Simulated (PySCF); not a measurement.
Si(Br)2(OH)2 (Br2H2O2Si), SMILES O[Si](O)(Br)Br. The structure is a stationary point at B3LYP-D3(BJ)/def2-SVP. This is a generated structure with no PubChem entry under its InChIKey; it may be hypothetical. Other conformers were not sampled.

Task: Give the equilibrium geometry at B3LYP-D3(BJ)/def2-SVP (PySCF confirms it by a frequency run) as Cartesian coordinates in Å, and its point group. (Estimate from the structure and the level; the computed values follow.)

Result: One answer among several that fit: point group C2.
```xyz
7

O     -0.0781     1.3784     1.5868
Si     0.0000     0.0000     0.6886
O      0.0781    -1.3784     1.5868
Br    -1.8345     0.0058    -0.5580
Br     1.8345    -0.0058    -0.5580
H      0.7405     1.6624     2.0145
H     -0.7405    -1.6624     2.0145
```
Charge 0, spin multiplicity 1.
